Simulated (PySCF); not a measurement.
C₃H₁₀Cl₂GeSi, singlet, at a GFN2-xTB geometry, atoms displaced at random by about 0.03 Å a coordinate. Base run: R2SCAN/STO-3G, gradient in PySCF.

PySCF was given this input:
```python
from pyscf import gto, scf, dft

mol = gto.Mole()
mol.atom = '''
    Si    1.179015   -0.165560   -0.382216
    Cl    2.214671   -0.258673    1.444859
    Cl    1.198656   -1.987922   -1.227610
    Ge   -0.937647    0.575066    0.000416
    C    -1.918369    0.577826   -1.682231
    C    -1.947598   -0.525226    1.318810
    C    -0.962353    2.432887    0.699868
    H     2.099332    0.671109   -1.277354
    H    -3.058316    0.779417   -1.594664
    H    -2.082847   -0.489638   -2.089481
    H    -1.514073    1.163789   -2.426983
    H    -2.936126   -0.204968    1.465757
    H    -1.330894   -0.616955    2.272891
    H    -1.940023   -1.586348    0.946841
    H    -0.579942    3.120949   -0.090791
    H    -1.980884    2.828775    0.878750
    H    -0.409221    2.481627    1.607052
'''
mol.basis = 'sto-3g'
mol.charge = 0
mol.spin = 0
mol.verbose = 4
mol.build()

mf = dft.RKS(mol)
mf.xc = 'r2scan'
mf.kernel()
g = mf.nuc_grad_method()
grad = g.kernel()
```

The coordinate followed is z of atom 12.

The base run was repeated with changes; each row names its change, and settings that it needs were set with it.

```json
[
 {"change": "base", "dE/dx (Eh/bohr)": "-0.010521", "net force (Eh/bohr)": "0.004151"},
 {"change": "conv_tol = 1e-4", "dE/dx (Eh/bohr)": "-0.010508", "net force (Eh/bohr)": "0.004162"},
 {"change": "finite difference step (bohr) = 1e-4; conv_tol = 1e-11", "dE/dx (Eh/bohr)": "-0.010524", "net force (Eh/bohr)": "-"},
 {"change": "finite difference step (bohr) = 0.2; conv_tol = 1e-11", "dE/dx (Eh/bohr)": "-0.009920", "net force (Eh/bohr)": "-"},
 {"change": "finite difference step (bohr) = 1e-3; conv_tol = 1e-11", "dE/dx (Eh/bohr)": "-0.010524", "net force (Eh/bohr)": "-"},
 {"change": "finite difference step (bohr) = 0.01; conv_tol = 1e-11", "dE/dx (Eh/bohr)": "-0.010522", "net force (Eh/bohr)": "-"},
 {"change": "conv_tol = 1e-6", "dE/dx (Eh/bohr)": "-0.010520", "net force (Eh/bohr)": "0.004151"},
 {"change": "grids.level = 0; grid_response = off", "dE/dx (Eh/bohr)": "-0.010867", "net force (Eh/bohr)": "0.027718"},
 {"change": "grid_response = on", "dE/dx (Eh/bohr)": "-0.010524", "net force (Eh/bohr)": "0.000000"},
 {"change": "finite difference step (bohr) = 1e-5; conv_tol = 1e-11", "dE/dx (Eh/bohr)": "-0.010525", "net force (Eh/bohr)": "-"},
 {"change": "finite difference step (bohr) = 0.05; conv_tol = 1e-11", "dE/dx (Eh/bohr)": "-0.010485", "net force (Eh/bohr)": "-"},
 {"change": "grids.level = 0; grid_response = on", "dE/dx (Eh/bohr)": "-0.011317", "net force (Eh/bohr)": "0.000000"}
]
```

The net force is zero for an exact gradient.
